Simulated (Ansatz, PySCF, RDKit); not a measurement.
Two conformers of C3H6O2 (SMILES CCOC=O), B3LYP-D3(BJ)/def2-TZVP minima.
Conformer 1 (charge 0, multiplicity 1):
```xyz
11

C     -1.522     0.519     0.148
C     -0.322    -0.363    -0.102
O      0.860     0.473    -0.034
C      2.030    -0.140    -0.233
O      2.186    -1.308    -0.461
H     -1.591     1.306    -0.604
H     -1.465     0.985     1.132
H     -2.433    -0.080     0.103
H     -0.229    -1.154     0.644
H     -0.355    -0.835    -1.085
H      2.841     0.597    -0.156
```
Conformer 2 (charge 0, multiplicity 1):
```xyz
11

C     -1.29843     0.37356     0.27120
C     -0.35649    -0.47867    -0.55326
O      0.90422     0.20253    -0.78268
C      1.82974     0.09784     0.17594
O      1.72317    -0.50961     1.20518
H     -1.46316     1.34047    -0.20590
H     -2.26200    -0.13131     0.36455
H     -0.89933     0.53504     1.27194
H     -0.15350    -1.43174    -0.06681
H     -0.74797    -0.65752    -1.55289
H      2.72376     0.65941    -0.12728
```

No zero-point or thermal terms.

Rows in 3-21G carry no dispersion term and start afresh at each structure.

Programs: Ansatz (Gaussian basis) for Hartree–Fock, density functionals and correlated methods; PySCF for 3-21G rows; RDKit for the force fields. 

**Question.** One of these levels gives 1.93 kcal/mol for the electronic energy of conformer 2 less that of conformer 1. Which?
(A) UFF
(B) HF/3-21G
(C) HF/cc-pVDZ
(D) B3LYP/3-21G

**Answer.** A, UFF. The others give -0.24 (HF/3-21G), 0.49 (HF/cc-pVDZ), -0.59 (B3LYP/3-21G)

Ansatz is a program for electronic structure.
